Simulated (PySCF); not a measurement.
Choosing a basis for TDDFT

CH7BGaN.
SMILES: `B[N](C)[GaH2]`

TDDFT with PBE0 (PySCF), vertical singlets, core orbitals frozen in the response, spherical d and f functions. Geometry: PBE0-D3(BJ)/def2-SVP; no solvent, vibrations or thermal averaging. Relativistic effects, spin–orbit coupling among them, are left out although an element past zinc is present.

**Question.** Compare 6-31G*, def2-SVP, def2-SVPD, aug-cc-pVDZ, def2-TZVP and def2-TZVPD for this molecule.

**Answer.** 

| basis | functions | diffuse | S1 (eV) | S2 (eV) | S3 (eV) | S4 (eV) | S5 (eV) | LUMO (eV) | α (au) |
| --- | --- | --- | --- | --- | --- | --- | --- | --- | --- |
| 6-31G* | 88 | no | 5.42 | 5.45 | 5.99 | 6.70 | 6.93 | -1.36 | 55.5 |
| def2-SVP | 109 | no | 5.44 | 5.48 | 5.93 | 6.62 | 6.87 | -1.39 | 57.7 |
| def2-SVPD | 154 | yes | 5.44 | 5.47 | 5.91 | 6.53 | 6.84 | -1.44 | 65.9 |
| aug-cc-pVDZ | 168 | yes | 5.39 | 5.42 | 5.89 | 6.42 | 6.70 | -1.48 | 67.0 |
| def2-TZVP | 183 | no | 5.44 | 5.46 | 5.92 | 6.49 | 6.83 | -1.42 | 63.8 |
| def2-TZVPD | 228 | yes | 5.42 | 5.44 | 5.91 | 6.47 | 6.81 | -1.43 | 66.9 |

States are compared by their number. Against the largest diffuse basis here (def2-TZVPD, itself not a converged limit), sets without diffuse functions differ by up to 0.01 eV in S1 and 0.12 eV in S5; the smaller diffuse sets differ by up to 0.04 and 0.11 eV. S1 is led by HOMO-1→LUMO (93%) in def2-SVP and by HOMO→LUMO (79%) in def2-TZVPD. State by state, the largest deviation of a set without diffuse functions is S1 0.01, S2 0.04, S3 0.08, S4 0.23, S5 0.12 eV. The same number needn't mean the same state in each row. Against def2-TZVPD the polarisability deviates by -17% in 6-31G*, -14% in def2-SVP, -1% in def2-SVPD, 0% in aug-cc-pVDZ, -5% in def2-TZVP.
